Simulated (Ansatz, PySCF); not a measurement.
Molecule: H2SiO2F, charge 0, multiplicity 2. SMILES: O[Si](O)F
Coordinates optimised at B3LYP-D3(BJ)/def2-TZVP (Ansatz, a first-principles code):
```xyz
6

O      1.1463    -0.7727     0.6740
Si    -0.0084    -0.1699    -0.3317
O     -1.4435    -0.2478     0.4507
F      0.2342     1.3860    -0.6233
H      2.0419    -0.8705     0.3373
H     -1.6551    -1.0613     0.9183
```
Charge 0, spin multiplicity 2.

Quantity: atomisation energy, in kcal/mol. Terms: frozen cores in correlated levels; atomisation electronic, to ground-state atoms; no spin-orbit coupling; no dispersion term unless named; non-relativistic; LANL2DZ with its own core potentials from Na on; UHF or UKS for open shells; 6-311+G** with 5d, 6d on Na to Ar in Ansatz; six Cartesian d functions in 6-31G* and its kin unless marked 5d. Basis-set limits of correlation are two-point, X^-3; Hartree-Fock from the larger set (for Q and 5 zeta extrapolated as (X+1)exp(-9√X)). First-principles rows: single points at B3LYP-D3(BJ) geometries (Ansatz).

Coupled cluster (Ansatz) is a level with limits of its own, used here on species with T1 under 0.025 (0.045 for open shells) and stable references: CCSD(T)/CBS(cc-pV(Q+d)Z,cc-pV(5+d)Z).

Value to compare with, CCSD(T)/CBS(cc-pV(Q+d)Z,cc-pV(5+d)Z) (Ansatz): 573.8 kcal/mol.

```
level                        program  atomisation energy (kcal/mol)  difference
--------------------  --------------  -----------------------------  ----------
HF/3-21G                      Ansatz                          309.6      -264.2
HF/LANL2DZ                    Ansatz                          292.1      -281.7
HF/6-311+G**                  Ansatz                          375.3      -198.5
BP86/6-31G* (5d)               PySCF                          559.8       -14.0
B3LYP/STO-3G                  Ansatz                          511.1       -62.7
B3LYP/3-21G                   Ansatz                          489.3       -84.5
B3LYP/6-31G*                  Ansatz                          538.4       -35.4
B3LYP/6-31+G*                 Ansatz                          536.4       -37.4
B3LYP/6-31G**                 Ansatz                          546.0       -27.8
B3LYP/cc-pVDZ                 Ansatz                          525.4       -48.4
MP2/3-21G                     Ansatz                          432.2      -141.6
MP2/6-31G*                    Ansatz                          523.3       -50.5
B3PW91/6-31G* (5d)             PySCF                          535.7       -38.1
r2SCAN-D4/def2-TZVPD  Ansatz + dftd4                          571.6        -2.2
wB97M-V/def2-TZVPD            Ansatz                          567.0        -6.8
```

Among the 13 habitual levels, HF/LANL2DZ lies farthest from CCSD(T)/CBS(cc-pV(Q+d)Z,cc-pV(5+d)Z) (Ansatz) (-281.7 kcal/mol) and BP86/6-31G* (5d) nearest (-14.0); 0 of 13 lie above it, and their mean absolute difference is 98.8 kcal/mol, the median 50.5. One case shows no general order.

The levels are drawn from those run, B3LYP/6-31G* more often than the rest, none by its result; left out are runs that failed, that the program found above a lower state of the same kind, or whose <S^2> lies over 0.5 above the pure value.
